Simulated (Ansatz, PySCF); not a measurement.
C4H3Cl2F, SMILES C(Cl)=C=C[C@H](Cl)F. Atoms are numbered in the order given.

```xyz
10

F     -2.1314    -1.3210     0.4957
C     -1.4725    -0.3184    -0.1487
Cl    -2.6670     0.9850    -0.5424
C     -0.4001     0.2436     0.7335
C      0.8522     0.3363     0.3510
C      2.0920     0.4436    -0.0558
Cl     3.2801    -0.8138     0.1774
H     -1.0901    -0.6898    -1.1079
H     -0.7257     0.5782     1.7260
H      2.4797     1.3282    -0.5679
```

The structure is a stationary point at TPSSh-D3(BJ)/def2-SVP. The structure was generated by enumeration; whether it is a known compound was not checked. The values are those of a single conformer.

Two levels are set side by side: PBE-D3(BJ)/def2-SVP (Ansatz, a program for electronic structure) and TPSSh-D3(BJ)/def2-SVP (PySCF). Each level has its own optimised geometry; the coordinates shown are those of the second. Frequencies come from the Hessian of PySCF at each geometry. Differences are taken from unrounded values.

```
quantity                            TPSSh-D3(BJ)
----------------------------------  ------------
mean bond length (Å)                       1.370
bond F1–C2 (Å)                             1.362
bond C2–Cl3 (Å)                            1.811
bond C2–C4 (Å)                             1.498
bond C4–C5 (Å)                             1.313
bond C5–C6 (Å)                             1.309
bond C6–Cl7 (Å)                            1.746
bond C2–H8 (Å)                             1.097
bond C4–H9 (Å)                             1.097
bond C6–H10 (Å)                            1.093
highest harmonic wavenumber (cm⁻¹)          3198
mean harmonic wavenumber (cm⁻¹)             1078
zero-point energy (kcal/mol)               37.00
```

**Question.** What does PBE-D3(BJ) give, and how far is it from TPSSh-D3(BJ)? (An estimate is asked for; the answer gives what the named calculation found.)

**Answer.** 
```tsv
quantity	PBE-D3(BJ)	PBE-D3(BJ) minus TPSSh-D3(BJ)
mean bond length (Å)	1.375	0.006
bond F1–C2 (Å)	1.366	0.005
bond C2–Cl3 (Å)	1.814	0.003
bond C2–C4 (Å)	1.501	0.003
bond C4–C5 (Å)	1.319	0.006
bond C5–C6 (Å)	1.316	0.007
bond C6–Cl7 (Å)	1.746	0.000
bond C2–H8 (Å)	1.108	0.011
bond C4–H9 (Å)	1.106	0.009
bond C6–H10 (Å)	1.103	0.009
highest harmonic wavenumber (cm⁻¹)	3116	-82
mean harmonic wavenumber (cm⁻¹)	1048	-30
zero-point energy (kcal/mol)	35.97	-1.03
```

GGA bonds tend to be longer and softer than those of functionals with exact exchange. Differences between two approximate levels are no errors against the true value.
